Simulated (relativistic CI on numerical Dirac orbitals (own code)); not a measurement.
**B³⁺: calculation against measurement**

Computed by Dirac-Coulomb-Breit CI, KLI orbitals optimised for each configuration, model QED (radiative potential, 1s self-energy scaled to tabulated hydrogen-like ionisation energies), valence Slater integrals scaled by 0.85, P86 correlation energy added to each configuration (own radial code, finite nucleus).

Configuration list: 1s2, 1s 2s, 1s 2p, 1s 3s, 1s 3p, 1s 3d, 1s 4s, 1s 4p, 1s 4d, 1s 4f, 1s 5s, 1s 5p, 1s 5d, 1s 5f, 1s 5g, 1s 6s, 1s 6p, 1s 6d. Levels of other configurations are missing.

```
Configuration  Term (tabulated)  J  Measured (cm⁻¹)  Computed  Error  Purity (%)
          1s2                1S  0              0.0         0      0         100
        1s 2s                3S  1        1601505.0   1596769  -4736         100
        1s 2p               3P°  1        1636882.0   1633164  -3718         100
        1s 2p               3P°  0        1636898.0   1633183  -3715         100
        1s 2p               3P°  2        1636934.0   1633214  -3720         100
        1s 5p               1P°  1        2022000.0   2017608  -4392          99
        1s 6p               1P°  1        2043360.0   2039204  -4156         100
```

Measured levels from Moore, Atomic Energy Levels, vol. I, NSRDS-NBS 35 (1971 reprint of NBS Circular 467, 1949); pairs were made by configuration, J and term (by order where the table uses no LS term), so strongly mixed levels may be paired wrongly. The analysis dates from before 1960.

Mean error by configuration (cm⁻¹): 1s 2s -4736; 1s 2p -3718; 1s 5p -4392; 1s 6p -4156. Over the excited levels the mean absolute error is 4073 cm⁻¹ (6 of the 6 excited levels that our extract of the source holds in range could be paired), and the median relative error of those above 1,000 cm⁻¹ is 0.23 %.
